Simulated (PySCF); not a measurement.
B(Cl)(Me)(SiMe3), SMILES CB(Cl)[Si](C)(C)C (C4H12BClSi) (GFN2-xTB optimised geometry):

```
19

B     -1.113    -1.643     1.565
Cl    -2.762    -2.106     1.534
C     -0.279    -1.974     2.865
H      0.627    -2.526     2.617
H     -0.820    -2.540     3.620
H      0.067    -1.051     3.332
Si    -0.339    -0.680     0.000
C      1.577    -0.680     0.000
C     -0.892     1.157     0.000
C     -0.902    -1.430    -1.670
H      1.975    -0.131    -0.847
H      1.972    -0.220     0.901
H      1.974    -1.689    -0.051
H     -0.551     1.674     0.892
H     -1.975     1.240    -0.032
H     -0.497     1.689    -0.860
H     -1.986    -1.453    -1.740
H     -0.547    -2.450    -1.787
H     -0.531    -0.855    -2.512
```

Method: B3LYP/def2-SVP (PySCF 2.14.0).

Q: What are the frontier orbital energies and the dipole moment?

A: HOMO-2 -8.06 eV, HOMO-1 -7.99 eV, HOMO -7.01 eV, LUMO -1.49 eV, LUMO+1 1.19 eV; dipole moment 0.78 D.

On the same geometry PBE/def2-SVP run with PySCF gives HOMO-2 -6.98 eV, HOMO-1 -6.90 eV, HOMO -5.94 eV, LUMO -2.25 eV, LUMO+1 0.72 eV; dipole moment 0.76 D.

Meta-Löwdin charges at B3LYP/def2-SVP: B1 -0.02, Cl2 -0.03, C3 -0.40, H4 0.12, H5 0.10, H6 0.12, Si7 0.78, C8 -0.53, C9 -0.52, C10 -0.53, H11 0.10, H12 0.10, H13 0.10, H14 0.10, H15 0.10, H16 0.10, H17 0.10, H18 0.10, H19 0.10.
